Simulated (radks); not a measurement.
Values are calculated unless marked as measured or tabulated.
How relativity changes the ionisation of the titanium ion Ti10+ ([Ne] 3s2) to Ti11+ ([Ne] 3s1). Spin-unpolarised spherical Kohn-Sham, PBEsol, point nucleus unless stated (finite: rms radius 3.5921 fm), a radial shooting solver on a logarithmic mesh with Libxc functionals. A level marked "c x" has the speed of light scaled by that factor.

level,E(Ti10+) (hartree),E(Ti11+) (hartree),IE (eV),HOMO,<r> HOMO (bohr)
non-rel.,-810.39628,-800.66850,264.71,3s,0.8695
scalar-rel.,-814.83462,-805.05343,266.16,3s,0.8646
"scalar-rel., finite nucleus",-814.83279,-805.05162,266.16,3s,0.8646
Dirac,-814.84237,-805.06122,266.16,3s1/2,0.8645
"Dirac, finite nucleus",-814.84055,-805.05941,266.16,3s1/2,0.8645
"Dirac, c x 1.5",-812.35846,-802.60712,265.35,3s1/2,0.8673
"Dirac, c x 3",-810.88477,-801.15113,264.87,3s1/2,0.8689
"Dirac, c x 5",-810.57198,-800.84210,264.76,3s1/2,0.8693

NIST Atomic Spectra Database: 265.1 eV (semi-empirical). The relativistic part of the total energy of Ti10+ is -4.444 hartree (Dirac, finite nucleus), 0.55 % of the non-relativistic value. Spin polarisation and multiplet splitting of open shells are left out at every level.

Beside tabulated values, note that spin-unpolarised runs miss the spin-polarisation part of the exchange energy of open shells.
